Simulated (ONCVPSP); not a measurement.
**gold (Au), ONCV: configuration errors across variants**

gold (Au), optimised norm-conserving Vanderbilt (ONCV), made with ONCVPSP 4.0.1 (LDA (Perdew-Zunger), scalar-relativistic). Core [Kr] 4d10 4f14, reference 5s2 5p6 5d9 (charge +2). Waves: 5s: rc 1.50 bohr, ncon 4, nbas 9, qcut 6.1 1/bohr, 3 projectors, debl 3.8 Ha; 5p: rc 1.25 bohr, ncon 5, nbas 10, qcut 6.7 1/bohr, 1 projector; 5d: rc 2.30 bohr, ncon 4, nbas 9, qcut 7 1/bohr, 2 projectors, debl 0.4 Ha. Local part: polynomial inside 0.90 bohr (lpopt 5, dvloc0 4 Ha). Core correction: none.

In the s channel the program set the typed energies aside and used -4.794, 0.050, 3.850 Ha. In the d channel the program set the typed energies aside and used -1.015, 0.250 Ha.

All-electron excitation energies from the reference (eV): (1) 5s2 5p6 5d10 6s1 -31.275; (2) 5s2 5p6 5d10 -21.501; (3) 5s2 5p6 5d8 34.167; (4) 5s2 5p6 5d7 82.166.

2 further variants failed, have other tests or too few solved ones, and are left out.

A true bound ghost makes a file unfit for plane-wave use even where its test errors are small: the radial tests pick states by their node count and pass the ghost by.

Errors AE − PS in meV (a dash: test not solved or not reliable):

```tsv
change	(1)	(2)	(3)	(4)	bound ghosts	GHOST(+) flags above zero
base	+7.6	+10	+7.6	+63	none	s
all radii scaled by about 0.78 (s 1.18, p 0.98, d 1.80 bohr); local potential polynomial inside 0.70 bohr (lpopt 5, dvloc0 4 Ha)	+6.0	+3.2	-8.7	-26	p	s
p: rc 1.6	+7.9	+11	+8.4	+68	none	s
```

(1) Give the same row for: s: qcut 4.2.

Answers

(1) +7.2, +10, +7.6, +63; bound ghosts: none; GHOST(+) flags above zero: s.
